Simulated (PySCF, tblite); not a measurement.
Isomers of C5H18Si4. All values are computed: GFN2-xTB (tblite) harmonic vibrations without scaling, gas phase. The method is semi-empirical: single wavenumbers can be off by several per cent or more. Modes of hydrogen on silicon can be 10 to 20 % off. One conformer each.

Electronic energies: PBE0-D3(BJ)/def2-SVP at its own geometries (PySCF, gas phase).

```
                                      SMILES  electronic energy, lowest = 0 (kJ/mol)
           C[Si]([SiH3])([SiH3])[SiH2]C1CCC1                                    44.9
             [SiH3][SiH2][SiH2][SiH2]C1CCCC1                                     0.0
C[C@H]1C[C@H]([Si@@H]([SiH3])[SiH2][SiH3])C1                                    72.0
```

**Question.** How do GFN2-xTB zero-point energies change the relative energies?

**Answer.** 
```
                                      SMILES  ZPE (kJ/mol)  of it from modes above 1550 cm⁻¹  electronic (kJ/mol)  with ZPE, lowest = 0 (kJ/mol)  lowest mode (cm⁻¹)  rings
             [SiH3][SiH2][SiH2][SiH2]C1CCCC1         530.0                             277.8                  0.0                            0.0                  8i      1
           C[Si]([SiH3])([SiH3])[SiH2]C1CCC1         529.4                             284.9                 44.9                           44.3                  26      1
C[C@H]1C[C@H]([Si@@H]([SiH3])[SiH2][SiH3])C1         525.2                             278.5                 72.0                           67.3                   8      1
```

The zero-point energies span 4.8 kJ/mol, from `C[C@H]1C[C@H]([Si@@H]([SiH3])[SiH2][SiH3])C1` to `[SiH3][SiH2][SiH2][SiH2]C1CCCC1`. Slightly imaginary modes are left out of the zero-point energy: `[SiH3][SiH2][SiH2][SiH2]C1CCCC1` 7.7i cm⁻¹. The order is unchanged.

**Question.** And how do the electronic energies of GFN2-xTB itself compare?

**Answer.** `[SiH3][SiH2][SiH2][SiH2]C1CCCC1` 0.0; `C[Si]([SiH3])([SiH3])[SiH2]C1CCC1` 87.5; `C[C@H]1C[C@H]([Si@@H]([SiH3])[SiH2][SiH3])C1` 52.7 kJ/mol, lowest = 0. Against the energies above, taken from the same isomer `[SiH3][SiH2][SiH2][SiH2]C1CCCC1`, the largest difference is 42.6 kJ/mol. The two levels were optimised apart and needn't hold the same conformer.
